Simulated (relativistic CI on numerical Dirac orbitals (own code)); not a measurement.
**Charge states of bismuth**

These numbers are calculated, not measured: Dirac-Coulomb-Breit CI, separate exchange-only KLI orbitals for each configuration, a model potential for QED, valence Slater integrals scaled by 0.9 (own radial code, finite nucleus).

Each species is treated in one configuration, given outside its closed core. Radial values are for the open shell of highest l, unscaled and averaged over j; ζ includes the Breit term. Labels give the leading LS character, summed over repeated terms.

| Ion | Configuration | Its lowest level | LS weight (%) | ⟨r⟩ (bohr) | ⟨r²⟩ (bohr²) | Next level | E (cm⁻¹) | ζ (cm⁻¹) |
| --- | --- | --- | --- | --- | --- | --- | --- | --- |
| Bi | 4f14.5d10.6s2.6p3 | 4S°_3/2 | 65 | 3.074 | 10.98 | 2D°_3/2 | 12128 | 10360 |
| Bi⁺ | 4f14.5d10.6s2.6p2 | 3P_0 | 84 | 2.821 | 9.066 | 3P_1 | 12916 | 12240 |
| Bi²⁺ | 4f14.5d10.6s2.6p | 2P°_1/2 | 100 | 2.644 | 7.88 | 2P°_3/2 | 21267 | 14170 |
| Bi³⁺ | 4f14.5d10.6s2 | 1S_0 | 100 |  |  |  |  |  |
| Bi⁴⁺ | 4f14.5d10.6s | 2S_1/2 | 100 | 1.959 | 4.276 |  |  |  |
| Bi⁵⁺ | 4f14.5d10 | 1S_0 | 100 |  |  |  |  |  |
| Bi⁶⁺ | 4f14.5d9 | 2D_5/2 | 100 | 1.164 | 1.54 | 2D_3/2 | 25001 | 9997 |
| Bi⁷⁺ | 4f14.5d8 | 3F_4 | 94 | 1.139 | 1.469 | J = 2 (mixed) | 10782 | 10550 |
| Bi⁸⁺ | 4f14.5d7 | ? | ? | ? | ? | ? | ? | ? |
| Bi⁹⁺ | 4f14.5d6 | 5D_4 | 61 | 1.095 | 1.351 | J = 2 (mixed) | 9235.7 | 11690 |
| Bi¹⁰⁺ | 4f14.5d5 | 6S_5/2 | 53 | 1.075 | 1.3 | J = 5/2 (mixed) | 22306 | 12260 |
| Bi¹¹⁺ | 4f14.5d4 | 3P_0 | 50 | 1.056 | 1.254 | 5D_1 | 20302 | 12850 |
| Bi¹²⁺ | 4f14.5d3 | 4F_3/2 | 65 | 1.038 | 1.211 | 4F_5/2 | 23339 | 13440 |
| Bi¹³⁺ | 4f14.5d2 | 3F_2 | 81 | 1.022 | 1.172 | 3P_0 | 26054 | 14040 |
| Bi¹⁴⁺ | 4f14.5d | 2D_3/2 | 100 | 1.006 | 1.135 | 2D_5/2 | 36691 | 14640 |
| Bi¹⁵⁺ | 4f14 | 1S_0 | 100 |  |  |  |  |  |
| Bi¹⁶⁺ | 4d10.4f14.5s2.5p5 | 2P°_3/2 | 100 | 0.8599 | 0.8259 | 2P°_1/2 | 243830 | 162500 |
| Bi¹⁷⁺ | 4d10.4f14.5s2.5p4 | 3P_2 | 71 | 0.8512 | 0.8091 | 1S_0 | 33995 | 166700 |
| Bi¹⁸⁺ | 4d10.4f14.5s2.5p3 | J = 3/2 (mixed) | 45 | 0.8428 | 0.793 | 4S°_3/2 | 231540 | 171100 |
| Bi¹⁹⁺ | 4d10.4f14.5s2.5p2 | 3P_0 | 72 | 0.8345 | 0.7775 | 3P_1 | 241690 | 175400 |
| Bi²⁰⁺ | 4d10.4f14.5s2.5p | 2P°_1/2 | 100 | 0.8264 | 0.7624 | 2P°_3/2 | 269930 | 179800 |
| Bi²¹⁺ | 4d10.4f14.5s2 | 1S_0 | 100 |  |  |  |  |  |
| Bi²²⁺ | 4d10.4f13.5s2 | 2F°_7/2 | 100 | 0.4156 | 0.2018 | 2F°_5/2 | 44476 | 12680 |
| Bi²³⁺ | 4d10.4f13.5s | 3F°_4 | 100 | 0.4135 | 0.1994 | 3F°_3 | 5312.9 | 12790 |

(1) Fill in the row of Bi⁸⁺.

With one configuration, terms of near-neutral atoms and ions can be 10 to 25 % off, and close levels can change places.

At low charge ζ of a weakly bound d or f electron comes out too small.

Answers

(1) Its lowest level 4F_9/2; LS weight (%) 75; ⟨r⟩ (bohr) 1.116; ⟨r²⟩ (bohr²) 1.407; Next level J = 3/2 (mixed); E (cm⁻¹) 15212; ζ (cm⁻¹) 11120.
